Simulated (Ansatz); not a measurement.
This geometry of a periodic cell of 31 atoms, Al (host Al, host structure fcc, one Al atom removed) is a first-order saddle point.

The calculation used Ansatz 0.2.0, DFT PBE, scalar-relativistic, plane waves, PAW. Settings: PAW set soft_1, cutoff 420 eV, k mesh 3x3x3, gaussian smearing 0.05 eV, no spin polarisation.

```xyz
31
Lattice="8.1000 0.0000 0.0000 0.0000 8.1000 0.0000 0.0000 0.0000 8.1000" Properties=species:S:1:pos:R:3
Al 4.016 0.053 0.000
Al 6.019 2.056 0.000
Al 6.080 -0.008 2.034
Al 0.002 0.005 0.000
Al 3.034 3.038 0.000
Al 6.067 6.070 0.000
Al 2.012 0.029 1.991
Al 4.100 1.972 2.176
Al 6.043 4.060 1.991
Al 4.053 -0.071 4.050
Al 6.143 2.020 4.050
Al 6.080 -0.008 6.066
Al 0.050 4.019 0.000
Al 2.053 6.022 0.000
Al 0.026 2.015 1.991
Al 1.968 4.104 2.176
Al 4.057 6.046 1.991
Al -0.004 -0.001 4.050
Al 2.004 2.007 4.050
Al 4.065 4.068 4.050
Al 6.073 6.076 4.050
Al 2.012 0.029 6.109
Al 4.100 1.972 5.924
Al 6.043 4.060 6.109
Al -0.012 6.084 2.034
Al -0.074 4.056 4.050
Al 2.016 6.146 4.050
Al 0.026 2.015 6.109
Al 1.968 4.104 5.924
Al 4.057 6.046 6.109
Al -0.012 6.084 6.066
```

Q: Which two structures does it join? (They come from a converged band through this point; their orientation in space is the band's.)

A: The atom that moves furthest is Al5, by 2.81 Å; four of its nearest neighbours are Al16 2.84, Al8 2.84, Al29 2.84, Al23 2.84 Å at the first end and Al23 2.84, Al29 2.84, Al8 2.84, Al16 2.84 Å at the last.

First end point:

```xyz
31
Lattice="8.1000 0.0000 0.0000 0.0000 8.1000 0.0000 0.0000 0.0000 8.1000" Properties=species:S:1:pos:R:3
Al 4.027 0.015 0.000
Al 6.068 2.026 0.001
Al 6.068 -0.006 2.031
Al 0.011 0.017 0.000
Al 4.028 4.036 0.001
Al 6.069 6.074 0.000
Al 2.019 0.015 2.010
Al 4.026 2.026 2.008
Al 6.069 4.058 2.033
Al 4.052 -0.005 4.049
Al 6.068 2.025 4.049
Al 6.069 -0.007 6.068
Al 0.011 4.033 0.001
Al 2.019 6.075 0.000
Al 0.010 2.025 2.010
Al 2.020 4.036 2.009
Al 4.051 6.076 2.033
Al -0.014 -0.007 4.050
Al 2.018 2.025 4.051
Al 4.050 4.057 4.050
Al 6.068 6.076 4.050
Al 2.019 0.016 6.090
Al 4.027 2.025 6.092
Al 6.069 4.056 6.068
Al -0.015 6.075 2.031
Al -0.013 4.059 4.050
Al 2.018 6.076 4.049
Al 0.009 2.025 6.090
Al 2.019 4.035 6.092
Al 4.050 6.075 6.066
Al -0.013 6.075 6.069
```

Last end point:

Only the atoms that move by more than 0.05 Å are listed.
```
Al5 2.044 2.044 0.000
```

Q: How far does it lie above each of them?

A: 0.68 eV above the first and 0.68 eV above the second. This is the barrier of this one path; another mechanism may lie lower. Limits of this set-up: coarse k mesh, a small cell, in which the defect meets its images, a typed lattice constant that wasn't relaxed here.

Time of the run: 9.6 min on 4 threads of Arm Neoverse V2 (shared host), peak memory 4 GiB.
